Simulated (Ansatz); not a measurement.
`[AlH2][CH]1C[SiH2]1` + HI → `[AlH2][I]` + `C1C[SiH2]1` at 298.15 K and 1 bar (ligand exchange at the Al–C bond).

Calculated with Ansatz (gas phase, PBE0-D4/def2-TZVP geometries, no zero-point term in ΔE). CBS: MP2 limit from def2 TZ/QZ plus the TZ coupled-cluster correction, frozen cores. Elements past krypton have def2 core potentials. For I outer-core shells are correlated without core-valence functions, which leaves a few kJ/mol of doubt a bond.

```json
{"species": "`[AlH2][CH]1C[SiH2]1`", "CCSD(T)/CBS energy (Eh)": "-611.35805", "H − E (kJ/mol)": "211.3", "S (J/(mol·K))": "327.3"}
{"species": "HI", "CCSD(T)/CBS energy (Eh)": "-298.03592", "H − E (kJ/mol)": "22.7", "S (J/(mol·K))": "206.5"}
{"species": "`[AlH2][I]`", "CCSD(T)/CBS energy (Eh)": "-540.69638", "H − E (kJ/mol)": "48.6", "S (J/(mol·K))": "273.2"}
{"species": "`C1C[SiH2]1`", "CCSD(T)/CBS energy (Eh)": "-368.74760", "H − E (kJ/mol)": "196.0", "S (J/(mol·K))": "266.1"}
```

H − E and S are ideal-gas, rigid-rotor, harmonic terms from PBE0-D4/def2-TZVP, for one conformer and one mirror image of each species. 1 Eh = 2625.50 kJ/mol, R = 8.31446 J/(mol·K).

**Question.** By hand: ΔE, ΔH, ΔS and ΔG.

**Answer.** ΔE = (-540.69638) + (-368.74760) − (-611.35805) − (-298.03592) = -0.05001 Eh = -131.3 kJ/mol. Δ(H − E) = 48.6 + 196.0 − 211.3 − 22.7 = 10.6, so ΔH = -120.7 kJ/mol. ΔS = 273.2 + 266.1 − 327.3 − 206.5 = 5.5 J/(mol·K). ΔG = -120.7 − 298.15 × (5.5)/1000 = -122.3 kJ/mol.

**Question.** By hand: the equilibrium constant, and the temperature at which ΔG would vanish if ΔH and ΔS stayed fixed.

**Answer.** log₁₀ K = −ΔG/(RT ln 10) = 21.4. ΔH and −TΔS have one sign here, so there is no such temperature.

The number of gas molecules stays the same, so ΔS is small and ΔH decides. A doubt of 5 kJ/mol in ΔE shifts log₁₀ K by 0.9 here. Other conformers and mirror images would add mixing entropy, several J/(mol·K) or more a flexible species. These are equilibria of isolated gas molecules and say nothing of rates. Largest T1 diagnostic: 0.011 (customary marks: 0.02 for closed shells, 0.045 for open ones).

ΔS is within the doubt of such terms, so its sign, and with it that verdict, could turn.
